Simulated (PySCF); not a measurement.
SiBrF₂, SMILES F[Si](F)Br, multiplicity 2. The structure is a stationary point at PBE0-D3(BJ)/def2-SVP.

Question: Give the equilibrium geometry at PBE0-D3(BJ)/def2-SVP (PySCF confirms it by a frequency run) as bond lengths and angles, and its point group. (Estimate from the structure and the level; the computed values follow.)

Answer: point group Cs.
Atoms: Si1 Br2 F3 F4. Bonded distances (Å): Si1–Br2 2.212, Si1–F3 1.613, Si1–F4 1.613. Angles (°): Br2–Si1–F3 109.3, Br2–Si1–F4 109.3, F3–Si1–F4 106.2.
Charge 0, spin multiplicity 2.
